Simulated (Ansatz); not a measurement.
`[I][SnH]1[CH2][CH2]1`. The species carries charge 0 and has multiplicity 1. I, Sn takes the def2 core potential. All single points use the PBE0-D4/def2-TZVP geometry.

```xyz
9

I     0.101   -2.456    1.845
Sn   -1.593   -0.601    0.653
C     0.145    0.000   -1.177
C     0.660    0.758   -0.187
H    -1.075    0.742    1.692
H    -0.475    0.431   -1.955
H     0.456   -1.032   -1.308
H     1.346    0.343    0.542
H     0.435    1.815   -0.106
```

Problem. What is the dipole moment at B3LYP/def2-TZVPP? (Best estimate.)

Solution. The calculation gave: 4.14 D, with components (-0.49, 2.90, -2.91) D in this frame, pointing from negative to positive charge.

Problem. And with PBE, r2SCAN, ωB97M-V? (Best estimate.)

Solution. The calculation gave: PBE 3.86 D, r2SCAN 4.06 D, ωB97M-V 4.29 D.

Problem. Give the Mulliken charges with B3LYP, PBE, ωB97M-V in def2-TZVPP. (Best estimate.)

Solution. Computed: 
```csv
atom,B3LYP,PBE,ωB97M-V
I1,-0.39,-0.36,-0.36
Sn2,0.42,0.35,0.31
C3,-0.32,-0.30,-0.34
C4,-0.21,-0.20,-0.22
H5,-0.17,-0.13,-0.12
H6,0.16,0.15,0.17
H7,0.19,0.18,0.20
H8,0.18,0.17,0.19
H9,0.15,0.14,0.16
```

B3LYP here is the variant with VWN-RPA as its local correlation; programs differ in this.
